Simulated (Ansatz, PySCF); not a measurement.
System: sum formula AlO₂H₂, net charge 0, doublet state. It need not be the lowest isomer of its formula. 
Geometry from a B3LYP-D3(BJ)/def2-TZVP (Ansatz, a quantum-chemistry and plane-wave program) optimisation:
```
Al
O 1 1.7036
H 2 0.9597 1 126.28
O 1 1.7036 2 125.35 3 0.00
H 4 0.9597 1 126.28 2 0.00
```
Charge 0, spin multiplicity 2.

Wanted: atomisation energy (electronic, to ground-state atoms), in kcal/mol. Correlated levels leave the core frozen unless marked. Open shells are spin-unrestricted. Spin-orbit coupling is left out. No relativistic terms. FCI takes restricted orbitals. The coupled-cluster limit lacks core correlation, which all-electron functionals hold. CBS(X,Y): correlation extrapolated as X^-3; Hartree-Fock from the larger set. The bracket is a focal-point correction in the basis named.

| level | program | atomisation energy (kcal/mol) |
|---|---|---|
| BLYP-D3(BJ)/def2-TZVPD | Ansatz + dftd3 | 425.6 |
| BP86-D3(BJ)/def2-TZVPD | PySCF + dftd3 | 437.3 |
| r2SCAN/def2-TZVPD | Ansatz | 428.0 |
| B97M-V/def2-TZVPD | Ansatz | 422.2 |
| PBE0/6-31G* | Ansatz | 397.7 |
| PBE0-D3(BJ)/def2-TZVPD | Ansatz + dftd3 | 417.3 |
| PBE0/def2-TZVP | Ansatz | 414.8 |

Q: Estimate the value at RI-MP2/CBS(aug-cc-pV(T+d)Z,aug-cc-pV(Q+d)Z)+[CCSD(T)-MP2]/aug-cc-pV(T+d)Z as computed with Ansatz.

A: 429.8 kcal/mol, so PBE0/def2-TZVP differs from it by -15.0 kcal/mol.
